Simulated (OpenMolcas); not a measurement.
**Levels of Te4+ by method**

```json
{"Program": "OpenMolcas", "Basis": "ANO-RCC [10s9p8d5f3g]", "Scalar Hamiltonian": "DKH2, point nucleus", "Active space": "2 electrons in 8 orbitals (5s 5p 6s 6p)", "State averaging": "2S+1 = 3 even, 3 roots; 2S+1 = 1 even, 7 roots; 2S+1 = 3 odd, 3 roots; 2S+1 = 1 odd, 3 roots", "Spin-orbit coupling": "RASSI with atomic mean-field integrals over the reference wave functions, term energies averaged over their components"}
```

Methods on the same reference wave functions:
A. CASSCF
B. SS-CASPT2, IPEA 0.25 Eh, imaginary shift 0.1 Eh (closed shells correlated: 4d)
C. MS-CASPT2, IPEA 0.25 Eh, imaginary shift 0.1 Eh (closed shells correlated: 4d)

Energies in cm-1 above 5s2 1S0, the measured ground level; measured values from Moore, Atomic Energy Levels, vol. III, NSRDS-NBS 35 (1971 reprint of NBS Circular 467, 1958).

| Level | A | B | C | Measured |
| --- | --- | --- | --- | --- |
| 5s2 1S0 | 0.0 | 0.0 | 0.0 | 0.0 |
| 5s 5p 3P* 0 | 71188 | 74810 | 75390 |  |
| 5s 5p 3P* 1 | 73967 | 77400 | 77990 |  |
| 5s 5p 3P* 2 | 80652 | 84270 | 84860 |  |
| 5s 5p 1P* 1 | 120366 | 108720 | 109310 | 111707 |
| 5p2 3P0 | 175162 | 176050 | 176630 | 176248 |
| 5p2 3P1 | 179777 | 181170 | 181750 | 182419 |
| 5p2 1S0 | 219865 | 210880 | 212060 |  |

Deviations, from unrounded energies. A percentage is the sum of absolute deviations over the sum of measured energies, with the sign that they share, or ± where signs differ.

```json
{"Against measurement": "mean absolute deviation (cm-1)", "Levels": "3", "A": "4100", "B": "1500", "C": "1100"}
{"Against measurement": "other configurations (%)", "Levels": "3", "A": "±2.6", "B": "-0.9", "C": "±0.7"}
```

C lies closest to measurement on these levels and A furthest from it. The largest miss of C in the table is 5s 5p 1P* 1, by -2400 cm-1. The ranking rests on the paired levels alone, and a cruder setting can come out closer through cancelling errors.

Between B and C the level of the table that moves most is 5p2 1S0, by 1200 cm-1 (lowest in B, highest in C). Moves below CASPT2's spread within the term are not significant.

The lowest spin-free term lies below A's lowest term by 0.459 hartree in B, 0.462 hartree in C.

Over all roots computed the reference weight is 0.88 to 0.95 in B, 0.88 to 0.95 in C; the roots of lowest weight are the least certain, and an intruder state may touch them. Active for correlation alone: 6p 6s; no level in the range computed is led by a configuration that fills them, so any true level of that kind is missing. The ¹D term of p² mixes with s d, which this space lacks. Measured partners are found by configuration, term and J. A level has none where our copy of the source lacks it or the pairing is in doubt (some pairs that miss far off the trend of their configuration count as doubtful), and it then counts in no deviation. Levels of configurations outside the active space are missing. Levels that lie high or do not pair safely by name in every column are left out.

* marks odd parity.
